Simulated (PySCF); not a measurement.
C7H10N (doublet state).
Cartesian coordinates in Å at the GFN2-xTB level; atoms count from 1:
```xyz
18
C7H10N angstrom
C      2.9005   -0.0940   -0.6395
N      1.6636   -0.0894   -0.8251
C      0.7618   -0.1805    0.2796
C     -0.3448   -1.2277   -0.0333
C     -1.6600   -0.6978    0.5631
C     -1.4587    0.7997    0.6721
C     -0.9670    1.5593   -0.5590
C     -0.0248    1.0789    0.4612
H      3.5505   -0.0065   -1.4976
H      3.3808   -0.1821    0.3428
H      1.2801   -0.4287    1.2245
H     -0.4166   -1.3001   -1.1183
H     -0.0783   -2.2073    0.3598
H     -2.5160   -0.9584   -0.0619
H     -1.8286   -1.1128    1.5589
H     -2.0711    1.3435    1.3764
H     -0.9673    1.0988   -1.5383
H     -1.2129    2.6113   -0.5769
```

The hyperfine couplings belong to this conformer and change with its torsions.

As a line formula: `C1[C@@H]2[C]1[C@@H](CC2)N=C` [radical].

The calculation used PySCF 2.14.0, UKS B3LYP, pcH-1 on C H N, non-relativistic, mean-field spin-orbit, GIAO. The structure is a single GFN2-xTB conformer in the gas phase; no vibrational or solvent corrections. A GFN2-xTB geometry isn't a minimum of the functional, and hyperfine couplings can be far from their values at a DFT geometry. No stability test was run, so a lower SCF solution isn't excluded.

Question: Predict the first-order ENDOR lines of H18, H16, H11, H17, H14, H13 and H12 under fast tumbling at B = 1215.1 mT (Q band).

Answer: For S = 1/2 in fast tumbling each set of equivalent nuclei gives two lines, ν± = |νn ± a/2| to first order, with νn = g_N μN B/h and μN/h = 7.62259 MHz/T.

```csv
nuclei,isotope,g_N,νn (MHz),a_iso (MHz),lower line (MHz),upper line (MHz)
H18,1H,5.5857,51.74,65.94,18.76,84.71
H16,1H,5.5857,51.74,44.74,29.37,74.11
H11,1H,5.5857,51.74,41.29,31.09,72.38
H17,1H,5.5857,51.74,23.53,39.97,63.50
H14,1H,5.5857,51.74,7.59,47.94,55.53
H13,1H,5.5857,51.74,5.31,49.08,54.39
H12,1H,5.5857,51.74,-1.42,51.03,52.44
```

Question: Which pairs are centred on the nuclear Larmor frequency, and which on half the coupling?

Answer: Centred on νn, since |a| < 2νn: H18, H16, H11, H17, H14, H13 and H12. No pair has |a| > 2νn.

The largest Mulliken spin population is on C8 (+0.89). The angles at C8 add up to 296.0°, so it is pyramidal.

Hardware: Arm Neoverse V1, one thread, shared host with 32 logical CPUs at a one-minute load of 40. Cost: 93 s wall (grids of density and orbitals included), 1.1 GiB resident at most.
